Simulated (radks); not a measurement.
Q: Cs II, 54 electrons, occupied as [Kr] 4d10 5s2 5p5 5d1 (not the ground configuration). Method: Dirac Kohn-Sham, exchange-only PBE, spin-unpolarised, spherical densities, finite nucleus; open shells are shared between the two j in proportion to 2j + 1; Fermi nuclear charge, rms radius 4.8041 fm; computed with a radial shooting solver on a logarithmic mesh with Libxc functionals.

Spin-orbit splittings of the eigenvalues, e(l+1/2) - e(l-1/2), with zeta = 2 splitting/(2l+1) and mean radii in bohr:

shell  occ.  splitting (eV)  zeta (eV)  <r> j=l-1/2  <r> j=l+1/2
2p        6           352.3      234.9      0.09403      0.09992
3p        6           67.51      45.00       0.2887       0.3005
3d       10           14.33      5.734       0.2714       0.2751
4p        6           13.79      9.192       0.7206       0.7481
4d       10               ?          ?       0.8302       0.8405
5p        5           1.738      1.159        1.976        2.065
5d        1          0.1005    0.04018        3.612        3.675
6p        0          0.1700     0.1133        5.870        6.070

Estimate the 4d splitting.

A: 2.289 eV (zeta = 0.9157 eV).
